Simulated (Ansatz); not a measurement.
A run for Ansatz (a program for electronic structure): R-BLYP/def2-TZVPP on C2H4BCl (SMILES C=CBCl), a point of a torsion scan.

Ansatz 0.2 input:
```yaml
crystal:
  periodic: [false, false, false]
  atoms:
    - {symbol: C, position_ang: [-1.19402497, 0.07824790, -0.15571281]}
    - {symbol: C, position_ang: [-0.14493126, -0.46926460, 0.44830280]}
    - {symbol: B, position_ang: [1.34439722, -0.28617133, 0.04113759]}
    - {symbol: Cl, position_ang: [1.87922107, -0.74672838, -1.49859169]}
    - {symbol: H, position_ang: [-1.08381293, 0.66696501, -1.05258382]}
    - {symbol: H, position_ang: [-2.20127375, -0.03407789, 0.21289679]}
    - {symbol: H, position_ang: [-0.32867592, -1.01349084, 1.37054879]}
    - {symbol: H, position_ang: [2.13946006, 0.10971795, 0.81044157]}
basis:
  gaussian:
    orbitals: def2-TZVPP
hamiltonian:
  xc: {name: BLYP}
scf: {lower_state_search: off}
```

It printed:

```
WARN ansatz: RAYON_NUM_THREADS=1 ignored (pool sized by the plan → 1); use --threads N
Functional definition: BLYP
these checks for a lower state are left out or cut short: stability, starts, cluster_reference, orbital_swaps, neighbouring_geometries, increment
integrals: 0.09 GiB planned
1059 factors; their error is unknown
mean field: 0.72 GiB planned
mean field evaluation 1: about -15326.2869 eV, gradient 6.8e1 eV
mean field evaluation 2: about -15297.3776 eV, gradient 1.2e2 eV
mean field evaluation 4: about -15337.6968 eV, gradient 1.4e1 eV
mean field evaluation 8: about -15338.2337 eV, gradient 1.0e-1 eV
mean field evaluation 16: about -15338.2077 eV, gradient 1.8e-4 eV
mean field -15338.20774335 eV, -563.6687379576 hartree, gradient 3.1e-6 eV, S^2 0.000000; 0 other end points of the search recorded, 0 dependent functions left out
reference -15338.20809289 eV, -563.6687508030 hartree; 19, 19 occupied and 172, 172 virtual orbitals, 1059 factors
Total energy: -15338.20809289 eV, -563.6687508030 hartree
Checks for a lower state left out: stability, starts, cluster_reference, orbital_swaps, neighbouring_geometries, increment
```

Self-consistency was reached.

Cost: around 1.7 core-seconds (rough).
